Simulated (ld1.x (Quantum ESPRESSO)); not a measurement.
**Reading a pseudo-wave (Br (Z = 35))**

Columns: radius, all-electron u(r) and pseudo u(r) of the 3p shell (level -173.49 eV) of bromine in the configuration [Ne] 3s2 3p6 3d10 4s2 4p5; PBE, scalar-relativistic, TM scheme, ld1.x (Quantum ESPRESSO) 7.5.

```tsv
r (bohr)	all-electron	pseudo
0.047	0.4754	-0.0364
0.095	0.7785	-0.1447
0.142	0.6101	-0.3087
0.190	0.1764	-0.5168
0.237	-0.3064	-0.7382
0.285	-0.7425	-0.9582
0.332	-1.0671	-1.1464
0.380	-1.2870	-1.2940
0.427	-1.4045	-1.3859
0.475	-1.4452	-1.4246
0.522	-1.4271	-1.4135
0.570	-1.3678	-1.3618
0.617	-1.2842	-1.2829
0.665	-1.1840	-1.1847
0.712	-1.0794	-1.0803
0.760	-0.9717	-0.9722
0.807	-0.8693	-0.8694
0.855	-0.7703	-0.7703
0.902	-0.6804	-0.6804
0.950	-0.5964	-0.5964
0.997	-0.5220	-0.5220
1.045	-0.4539	-0.4539
1.092	-0.3948	-0.3948
1.140	-0.3413	-0.3413
1.187	-0.2954	-0.2954
1.235	-0.2544	-0.2544
```

**Question.** How many radial nodes do the two functions have?

**Answer.** The all-electron 3p function has n − l − 1 = 1; the pseudo-wave has 0, since the states of the same l below it are removed with the core.

**Question.** At about which radius was the pseudo-wave matched?

**Answer.** 0.95 bohr. The columns agree to 0.0005 from 0.76 bohr on; several derivatives are matched, so the curves merge somewhat inside the radius.

**Question.** Is the pseudo-wave norm-conserving?

**Answer.** Yes: the TM scheme keeps the norm inside the radius equal to the all-electron one, which fixes the energy derivative of the logarithmic derivative at the level.
